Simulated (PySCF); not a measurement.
**Property card for `[NH3+][BH2-]C(C)C`**

C3H12BN.
Numbering: `[CH3:1][CH:2]([CH3:3])[BH2-:4][NH3+:5]` (hydrogens: H6, H7, H8 on C1; H9 on C2; H10, H11, H12 on C3; H13, H14 on B4; H15, H16, H17 on N5)

From PBE0-D3(BJ)/def2-SVP geometry optimisation, gas phase (PySCF):

- Point group: C1
- Rotational constants A, B, C: 7.145, 3.083, 2.396 GHz

From PBE0/def2-SVPD ground state and vertical TDDFT (core frozen in the response) (PySCF):

- Dipole moment: 5.10 D
- HOMO energy: -7.12 eV
- LUMO energy: -0.24 eV
- HOMO–LUMO gap: 6.88 eV
- Lowest singlet excitation: 5.82 eV (213 nm, f = 0.004)
- Strongest line among the 6 lowest singlet transitions: S6 at 7.53 eV (165 nm, f = 0.042)
- Static isotropic polarisability: 68.0 au
- Electronic spatial extent ⟨r²⟩ about the centre of nuclear charge: 587 bohr²

Monoisotopic mass (most abundant isotopes): 73.1063 u.

The polarisability is 10.08 Å³ as a volume (1 au = 0.148185 Å³), or 1.62 au for each of the 42 electrons. A dipole of 5.10 D is allowed in C1, and pure rotational transitions are dipole-allowed. No computed singlet falls in the visible range (750 to 380 nm, 1.65 to 3.26 eV); S1 lies 2.56 eV above its blue end. The 6 singlets span 5.82 to 7.53 eV, and their oscillator strengths add up to 0.10. The largest Löwdin shares of the HOMO are 0.32 on C2, 0.26 on B4, 0.07 on C3 and 0.07 on C1. In atomic units the dipole is 2.01 e·bohr (1 au = 2.5417 D). The principal polarisabilities are 61.7, 68.8 and 73.6 au; their mean is the isotropic value. With B = h/(8π²I), that is 505.379 GHz u Å² over I, the principal moments of inertia are 70.7, 163.9 and 211.0 u Å² (most abundant isotopes); the inertial defect Ic − Ia − Ib is -23.6 u Å² (zero for a rigid planar frame, negative otherwise).

For the TDDFT job (PBE0/def2-SVPD), the run took about 40 s of CPU time (one thread, shared machine).

The values belong to the conformer `[CH3:1][CH:2]([CH3:3])[BH2-:4][NH3+:5]`: C1–C2–B4–N5 59°.
